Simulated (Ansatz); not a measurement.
Mulliken charges of `[O]=[W](=[O])([Cl])[Cl]` from r2SCAN/def2-TZVPP in Ansatz (PBE0-D4/def2-TZVP geometry).

```csv
atom,x (Å),y (Å),z (Å),charge (e)
O1,-0.126,-0.663,1.610,-0.354
W2,0.065,-0.074,0.035,1.125
O3,1.461,-0.796,-0.591,-0.354
Cl4,-1.709,-0.700,-1.206,-0.208
Cl5,0.359,2.159,0.111,-0.208
```

Problem. By hand: the dipole of these point charges (1 e Å = 4.8032 D).

Solution. Σ q r = (-0.119, 0.130, -0.094) e Å, of length 0.200 e Å = 0.96 D.

Problem. How does the dipole of the full density compare? (Best estimate.)

Solution. Computed: (-0.232, 0.253, -0.183) e Å, 1.87 D; the point charges give 0.51 times that, at 0° from its direction.

Point charges leave out the atoms' own dipoles, such as those of lone pairs, and Mulliken's split depends on the basis, so the two needn't agree.
